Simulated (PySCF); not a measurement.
CH₄BeSe, singlet, geometry from GFN2-xTB (such geometries of metal compounds can be far from the true shape); CAMB3LYP/def2-SVP, polarisability in PySCF.

Input for PySCF:
```python
from pyscf import gto, scf, dft
from pyscf.prop import polarizability

mol = gto.Mole()
mol.atom = '''
    Be    0.771632   -0.801705   -0.184456
    C     2.022081   -1.881077   -0.653946
    H     1.706228   -2.922347   -0.705895
    H     2.884303   -1.891150    0.011349
    H     2.440092   -1.675332   -1.639539
    Se   -0.612122    0.611098    0.168977
    H    -1.437503    0.204782    1.250362
'''
mol.basis = 'def2-svp'
mol.charge = 0
mol.spin = 0
mol.verbose = 3
mol.build()

mf = dft.RKS(mol)
mf.xc = 'camb3lyp'
mf.kernel()
alpha = mf.Polarizability().polarizability()[2, 2]
print('alpha_zz =', alpha)
```

Q: What does PySCF print? Leave out banner, timings and long lists.

A: 
```
site-packages/pyscf/prop/efg/rhf.py:45: UserWarning: Module EFG is under testing
  warnings.warn('Module EFG is under testing')
site-packages/pyscf/prop/efg/dhf.py:30: UserWarning: Module EFG is under testing
  warnings.warn('Module EFG is under testing')
site-packages/pyscf/prop/zfs/uhf.py:40: UserWarning: Module ZFS is under testing
  warnings.warn('Module ZFS is under testing')
site-packages/pyscf/prop/gtensor/uhf.py:43: UserWarning: Module g-tensor is under testing
  warnings.warn('Module g-tensor is under testing')
site-packages/pyscf/prop/gtensor/uks.py:41: UserWarning: Module g-tensor is under testing
  warnings.warn('Module g-tensor is under testing')
site-packages/pyscf/prop/hfc/uks.py:35: UserWarning: Module HFC is under testing
  warnings.warn('Module HFC is under testing')
site-packages/pyscf/prop/magnetizability/rhf.py:39: UserWarning: Module magnetizability is under testing
  warnings.warn('Module magnetizability is under testing')
site-packages/pyscf/prop/magnetizability/uhf.py:37: UserWarning: Module magnetizability is under testing
  warnings.warn('Module magnetizability is under testing')
site-packages/pyscf/prop/magnetizability/rks.py:37: UserWarning: Module magnetizability is under testing
  warnings.warn('Module magnetizability is under testing')
site-packages/pyscf/prop/magnetizability/uks.py:39: UserWarning: Module magnetizability is under testing
  warnings.warn('Module magnetizability is under testing')
site-packages/pyscf/prop/polarizability/uhf.py:34: UserWarning: Module polarizability is under testing
  warnings.warn('Module polarizability is under testing')
site-packages/pyscf/prop/polarizability/rks.py:29: UserWarning: Module polarizability is under testing
  warnings.warn('Module polarizability is under testing')
site-packages/pyscf/prop/polarizability/uks.py:29: UserWarning: Module polarizability is under testing
  warnings.warn('Module polarizability is under testing')
converged SCF energy = -2456.58804010606
alpha_zz = 40.18951998095054
```
